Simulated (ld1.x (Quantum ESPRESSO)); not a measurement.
Reading a pseudo-wave (Ru)

Columns: radius, all-electron u(r) and pseudo u(r) of the 4d shell (level -6.77 eV) of ruthenium in the configuration [Ar] 3d10 4s2 4p6 4d7 5s0 5p1; PBE, scalar-relativistic, TM scheme, ld1.x (Quantum ESPRESSO) 7.5.

```json
{"r (bohr)": "0.095", "all-electron": "0.1473", "pseudo": "-0.0023"}
{"r (bohr)": "0.190", "all-electron": "0.3594", "pseudo": "-0.0180"}
{"r (bohr)": "0.285", "all-electron": "0.3753", "pseudo": "-0.0575"}
{"r (bohr)": "0.380", "all-electron": "0.2319", "pseudo": "-0.1258"}
{"r (bohr)": "0.475", "all-electron": "0.0196", "pseudo": "-0.2214"}
{"r (bohr)": "0.570", "all-electron": "-0.1991", "pseudo": "-0.3367"}
{"r (bohr)": "0.665", "all-electron": "-0.3920", "pseudo": "-0.4596"}
{"r (bohr)": "0.760", "all-electron": "-0.5472", "pseudo": "-0.5768"}
{"r (bohr)": "0.855", "all-electron": "-0.6626", "pseudo": "-0.6768"}
{"r (bohr)": "0.950", "all-electron": "-0.7413", "pseudo": "-0.7522"}
{"r (bohr)": "1.045", "all-electron": "-0.7891", "pseudo": "-0.8007"}
{"r (bohr)": "1.140", "all-electron": "-0.8122", "pseudo": "-0.8241"}
{"r (bohr)": "1.235", "all-electron": "-0.8165", "pseudo": "-0.8269"}
{"r (bohr)": "1.330", "all-electron": "-0.8071", "pseudo": "-0.8145"}
{"r (bohr)": "1.425", "all-electron": "-0.7879", "pseudo": "-0.7923"}
{"r (bohr)": "1.520", "all-electron": "-0.7621", "pseudo": "-0.7641"}
{"r (bohr)": "1.615", "all-electron": "-0.7319", "pseudo": "-0.7326"}
{"r (bohr)": "1.710", "all-electron": "-0.6992", "pseudo": "-0.6993"}
{"r (bohr)": "1.805", "all-electron": "-0.6652", "pseudo": "-0.6652"}
{"r (bohr)": "1.900", "all-electron": "-0.6307", "pseudo": "-0.6307"}
{"r (bohr)": "1.995", "all-electron": "-0.5966", "pseudo": "-0.5966"}
{"r (bohr)": "2.090", "all-electron": "-0.5632", "pseudo": "-0.5632"}
{"r (bohr)": "2.185", "all-electron": "-0.5307", "pseudo": "-0.5307"}
{"r (bohr)": "2.280", "all-electron": "-0.4996", "pseudo": "-0.4996"}
{"r (bohr)": "2.375", "all-electron": "-0.4697", "pseudo": "-0.4697"}
{"r (bohr)": "2.470", "all-electron": "-0.4413", "pseudo": "-0.4413"}
```

Problem. How many radial nodes do the two functions have?

Solution. The all-electron 4d function has n − l − 1 = 1; the pseudo-wave has 0, since the states of the same l below it are removed with the core.

Problem. At about which radius was the pseudo-wave matched?

Solution. 1.90 bohr. The columns agree to 0.0005 from 1.71 bohr on; several derivatives are matched, so the curves merge somewhat inside the radius.

Problem. Is the pseudo-wave norm-conserving?

Solution. Yes: the TM scheme keeps the norm inside the radius equal to the all-electron one, which fixes the energy derivative of the logarithmic derivative at the level.
